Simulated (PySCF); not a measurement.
## Nuclear repulsion and electron count by hand

System: bromine (Br₂), singlet, geometry from GFN2-xTB. Level: WB97M-V/6-31G* (PySCF). Sums are taken with unrounded values, so a last digit can differ.

Coordinates (Å):

```
atom        x        y         z
----  -------  -------  --------
Br1   0.00000  0.00000  -1.14062
Br2   0.00000  0.00000   1.14062
```

Work out the nuclear repulsion energy and the numbers of alpha and beta electrons.

In atomic units each pair adds Z_i Z_j / r_ij, with r in bohr (1 bohr = 0.529177 Å).
| pair | r (Å) | r (bohr) | Z_i Z_j | term (Eh) |
|---|---|---|---|---|
| Br1-Br2 | 2.2812 | 4.3109 | 1225 | 284.1609 |
The sum is 284.1609 Eh; PySCF gives 284.1609 Eh. The atomic numbers add up to 70, so at charge +0 there are 70 electrons; multiplicity 1 means 0 unpaired, so 35 alpha and 35 beta.
